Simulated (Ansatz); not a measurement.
Ge12Mo, relaxed as a singlet with RKS PBE-D4/def2-SVP in Ansatz, starting from the GFN1-xTB geometry. Force threshold 0.03 eV/Å.

In the def2 sets Mo takes a core potential; there is no spin–orbit coupling. Single mean-field runs in def2-SVP are fitted with def2-universal-jkfit. The restricted singlet is unstable towards broken spin symmetry in Hartree–Fock (as tested in another run); at PBE-D4/def2-SVP this wasn't settled. Another isomer (singlet) lies 0.08 eV lower at PBE0-D4/def2-TZVP; other spin states weren't run for this one.

Start:

```
atom   x (Å)   y (Å)   z (Å)
 Mo1   0.001   0.000   0.000
 Ge2  -2.665  -0.636   0.268
 Ge3   2.111  -1.667   0.261
 Ge4   2.663   0.640  -0.263
 Ge5   1.166   2.375   0.540
 Ge6   0.141  -2.266   1.550
 Ge7   1.301   0.465  -2.325
 Ge8  -1.175  -2.373  -0.545
 Ge9  -2.105   1.670  -0.256
Ge10  -0.816   1.867   1.849
Ge11  -0.143   2.261  -1.560
Ge12   0.816  -1.868  -1.842
Ge13  -1.296  -0.466   2.323
```

**Question.** Estimate the energy that the relaxation releases and the steps that it takes.

**Answer.** 38.5 kJ/mol, in 11 steps; 39 s on 2 threads of AMD EPYC 7R13 on a shared host and a share (18 GiB) of an NVIDIA H100 80GB HBM3. The force fell under the threshold at step 3, but the optimiser went on and released 0.007 eV more. No frequencies were taken in this run, so the end may be a saddle point.

**Question.** Does the start keep its bonding and symmetry?

**Answer.** By distances, no bond broke or formed. The bond that changes most is Mo1–Ge12, from 2.75 to 2.90 Å (atoms count from 1). Point group D6d at the start, D3d at the end, both within 0.05 Å.

**Question.** Predict the relaxed structure.

**Answer.** 
```
atom    x (Å)    y (Å)    z (Å)
 Mo1   0.0000  -0.0001   0.0000
 Ge2  -2.8034  -0.6724   0.2866
 Ge3   2.1174  -1.6760   0.2631
 Ge4   2.8040   0.6701  -0.2871
 Ge5   1.1769   2.3825   0.5480
 Ge6   0.1445  -2.3881   1.6331
 Ge7   1.2991   0.4673  -2.3357
 Ge8  -1.1750  -2.3835  -0.5491
 Ge9  -2.1187   1.6745  -0.2620
Ge10  -0.8658   1.9704   1.9392
Ge11  -0.1463   2.3889  -1.6319
Ge12   0.8672  -1.9688  -1.9401
Ge13  -1.2998  -0.4651   2.3358
```
Bond lengths: 18 × Ge–Ge 2.51 to 2.55 Å; 12 × Ge–Mo 2.71 to 2.90 Å.
